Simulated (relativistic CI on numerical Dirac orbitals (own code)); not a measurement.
**Exchange splitting of the 3s photoelectron line of Ni³⁺**

Problem. Ni³⁺ ([Ar] 3d7) has the spin S = 3/2. The exchange integral with a hole in 3s, calculated from Dirac-KLI orbitals and scaled by 0.8, is G^2(3s,3d) = 11.243 eV, with l = 2 the orbital momentum of the open shell. Find the splitting and the intensity ratio of the 3s line.

Working.
1. The electron left in 3s couples its spin to S, giving S + ½ = 2 and S − ½ = 1.
2. Van Vleck's theorem gives ΔE = (2S + 1) G^l/(2l + 1) = 4 × 11.243/5 = 8.99 eV, with the high-spin state at lower binding energy.
3. The intensities follow the multiplicities, (2S + 2) : 2S = (S + 1) : S = 1.67.

Check. The full multiplet calculation with spin-orbit coupling puts the centres of the two groups of its strongest lines 8.99 eV apart. Measured splittings are much smaller, often about half, when hole and open shell share n, because correlation inside the n = 3 shell lowers the low-spin state; the low-spin line also loses weight to satellites, so measured ratios exceed (S + 1)/S. The splitting still grows with S and serves to read the spin state.
